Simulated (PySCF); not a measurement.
# Correlation energy of Sm (samarium, neutral)

[Xe] 4f6 5d2, one real determinant (an excited configuration). Calculation: PySCF 2.14, in x2c-TZVPPall (11s7p7d4f2g, 113 functions); scalar relativity by spin-free X2C-1e. Frozen: [Ar] 3d10; 34 electrons correlated.

MP2 pair energies summed by pair of shells (mhartree):

| pair | energy | share (%) |
| --- | --- | --- |
| 4d-4f | -228.88 | 19.7 |
| 4d-4d | -188.75 | 16.3 |
| 4f-5p | -129.12 | 11.1 |
| 5p-5p | -106.93 | 9.2 |
| 4f-4f | -100.86 | 8.7 |
| 4d-5p | -90.91 | 7.8 |
| 4p-4d | -54.23 | 4.7 |
| 5p-5d | -37.24 | 3.2 |
| 5s-5p | -33.56 | 2.9 |
| 4f-5s | -30.45 | 2.6 |
| 4d-5s | -29.67 | 2.6 |
| 4p-4f | -26.41 | 2.3 |
| 4s-4d | -18.35 | 1.6 |
| 4f-5d | -16.11 | 1.4 |
| 4p-4p | -15.27 | 1.3 |
| 4p-5p | -10.12 | 0.9 |
| 4s-4f | -9.15 | 0.8 |
| 4d-5d | -6.02 | 0.5 |
| 5s-5s | -5.93 | 0.5 |
| 4p-5s | -5.77 | 0.5 |
| 4s-4p | -5.69 | 0.5 |
| 5s-5d | -4.61 | 0.4 |
| 5d-5d | -3.10 | 0.3 |
| 4s-4s | -1.77 | 0.2 |
| 4s-5p | -1.09 | 0.1 |
| 4s-5s | -0.91 | 0.1 |
| 4p-5d | -0.45 | 0.0 |
| 4s-5d | -0.12 | 0.0 |

Total MP2 correlation energy: -1161.5 mhartree.

Same-spin part -481.35 and opposite-spin part -680.10 mhartree; SCS-MP2 scales them by 1/3 and 6/5 to -976.58 mhartree.

The reference is one real determinant that mixes LS terms of this configuration.

This basis was not built for core-valence correlation, so the inner-shell part is incomplete.
